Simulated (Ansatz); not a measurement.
Isolated molecules relaxed with PBE0-D4/def2-TZVP in Ansatz; ΔE leaves out vibrations. CBS: MP2 limit from def2 TZ/QZ plus the TZ coupled-cluster correction, frozen cores. This one scheme is used for every species. DFT in def2-TZVPP. HSE06 is defined as in plane-wave codes. Elements past krypton have def2 core potentials. For Sn outer-core shells are correlated without core-valence functions, which leaves a few kJ/mol of doubt a bond. One conformer a species, not always the lowest.

`[F][SnH]([F])[SiH3]` + `N[SiH2]F` → `F[SiH2]N[SiH3]` + `[F][SnH2][F]`  (cleavage of the Si–Sn bond)

CCSD(T)/CBS gives -0.17 eV.

Problem. Another level gave -0.12 eV. Which?
A. HSE06/def2-TZVPP
B. RPA@PBE/def2-TZVPP
C. r2SCAN/def2-TZVPP
D. PBE-QIDH/def2-TZVPP

Solution. C. r2SCAN -0.12, HSE06 -0.06, PBE-QIDH -0.18, RPA@PBE/def2-TZVPP -0.26 eV.

Problem. What do rigid-rotor, harmonic-oscillator terms from PBE0-D4/def2-TZVP frequencies (298.15 K, 1 bar) make of the CCSD(T)/CBS value? (Estimate.)

Solution. Computed: ΔZPE = -0.05 eV, ΔH = -0.25 eV, ΔS = -17 J/(mol·K), ΔG = -0.20 eV.

Largest T1 diagnostic among the species: 0.014.

Leaving LDA and LC-ωPBE aside and taking each functional with its dispersion term where it has one, the values, not all of them listed here, spread over 0.23 eV, from B97M-V to PBE-D4. LDA lies −0.06 eV from PBE without D4. In def2-TZVPP, CCSD(T) changes the Hartree–Fock value by +0.10 eV (the triples alone add +0.01 eV) and MP2 by +0.08 eV. At CCSD(T), def2-SVP lies −0.04 eV from the extrapolated value and def2-TZVPP −0.06 eV.
